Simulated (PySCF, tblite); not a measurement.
Isomers of C5H5F2OS (doublet state), one GFN2-xTB conformer each. Single-point energies are computed at B3LYP/pcH-1 (PySCF, gas phase, no added dispersion term), electronic only. GFN2-xTB treats the open shell by occupation alone, and not every SCF solution was tested for stability.

Problem. Rank them by B3LYP/pcH-1 energy, lowest first (kJ/mol).
A. `[O:1]=[S@@:2]1[C:3]([CH2:4][F:5])=[CH:6][CH:7][C@@H:8]1[F:9]` (doublet state) with S2–C3–C4–F5 173°, O1–S2–C3–C4 78°, C3–C6–C7–C8 -7°, C6–C7–C8–F9 142°, O1–S2–C8–C7 86°
B. `[O:1]=[S@:2]1[C:3]([F:4])[CH2:5][CH:6]=[C:7]1[CH2:8][F:9]` (doublet state) with C6–C7–C8–F9 -2°, O1–S2–C3–F4 -90°, S2–C3–C5–C6 -21°, C3–C5–C6–C7 11°, O1–S2–C7–C6 -125°

Solution. A (0.0), B (46.2).

GFN2-xTB itself gives, in the same order: 0.0, 41.2. Both levels put the same isomer lowest.

Problem. What happens when harmonic zero-point energies from GFN2-xTB frequencies are added?

Solution. 
```csv
SMILES,ZPE (kJ/mol),electronic (kJ/mol),with ZPE (kJ/mol)
O=[S@@]1C(CF)=C[CH][C@@H]1F,233.1,0.0,0.0
O=[S@]1[C](F)CC=C1CF,234.9,46.2,48.0
```

The zero-point energies span 1.8 kJ/mol. The order is unchanged.
